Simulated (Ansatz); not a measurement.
The molecule I2+, multiplicity 4 (an upper state: multiplicity 2 came lower at CCSD(T)/def2-TZVPP on PBE0 minima). No spin–orbit coupling.

Seven points along R, fitted to fifth degree in 1/R; most abundant isotopes. In def2 and cc sets the state is the lowest found near the PBE0 minimum, followed along R.

Programs: Ansatz (a quantum-chemistry and plane-wave program). Each number belongs to the level named beside it. In def2 rows elements past Kr take small-core potentials, without spin–orbit coupling.

| level | r_e (Å) | ω_e (cm⁻¹) | B_e (cm⁻¹) | ω_e x_e (cm⁻¹) |
|---|---|---|---|---|
| PBE/def2-TZVPP | 2.958 | 144 | 0.0304 | 0.47 |
| wB97X-V/def2-TZVPP | 3.102 | 114 | 0.0276 | 0.28 |
| CCSD/def2-TZVPP | 2.898 | 165 | 0.0316 | 0.39 |
| CCSD(T)/def2-TZVPP | 2.968 | 143 | 0.0302 | 0.41 |

Correlated levels freeze the inner cores; with def2 sets outer-core shells near the valence are correlated too.

Doubts at one or more of the structures used: other coupled-cluster roots lie near (CCSD/def2-TZVPP, CCSD(T)/def2-TZVPP).
